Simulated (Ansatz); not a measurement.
Ge4H5, relaxed as a doublet with UKS r2SCAN-D4/def2-SVP in Ansatz, starting from the GFN1-xTB geometry. Force threshold 0.02 eV/Å.

Another isomer (doublet) lies 0.12 eV lower at PBE0-D4/def2-TZVP; other spin states weren't run for this one.

Start:

Cartesian coordinates in Å:
```
Ge -1.755 1.169 0.416
Ge 0.438 -1.442 -0.443
Ge -0.179 -0.303 1.556
Ge -0.298 0.587 -1.453
H -1.389 2.591 0.819
H -0.537 -2.541 -0.728
H 0.927 1.486 -1.249
H 1.052 0.584 1.772
H 1.740 -2.130 -0.690
```

```json
{"step": "1", "energy (eV)": "-226124.7821", "largest force component (eV/Å)": "0.782", "SCF passes": "23"}
{"step": "2", "energy (eV)": "-226125.0478", "largest force component (eV/Å)": "0.182", "SCF passes": "24"}
{"step": "3", "energy (eV)": "-226125.0751", "largest force component (eV/Å)": "0.115", "SCF passes": "24"}
{"step": "4", "energy (eV)": "-226125.0897", "largest force component (eV/Å)": "0.075", "SCF passes": "23"}
{"step": "5", "energy (eV)": "-226125.0957", "largest force component (eV/Å)": "0.075", "SCF passes": "23"}
{"step": "6", "energy (eV)": "-226125.0967", "largest force component (eV/Å)": "0.033", "SCF passes": "22"}
{"step": "7", "energy (eV)": "-226125.0974", "largest force component (eV/Å)": "0.013", "SCF passes": "20"}
```

Force components are those of the run's own axes.

End:

```xyz
9

Ge   -1.691    1.219    0.427
Ge    0.369   -1.577   -0.480
Ge   -0.083   -0.260    1.514
Ge   -0.199    0.600   -1.402
H    -1.777    2.705    0.868
H    -0.688   -2.655   -0.755
H     1.084    1.470   -1.172
H     1.198    0.624    1.698
H     1.787   -2.125   -0.698
```

By distances, no bond broke or formed. The bond that changes most is Ge2–Ge4, from 2.38 to 2.43 Å (atoms count from 1).

No frequencies were taken in this run, so the end may be a saddle point.

It took 37 s on 4 threads of Arm Neoverse V1 on a shared host.
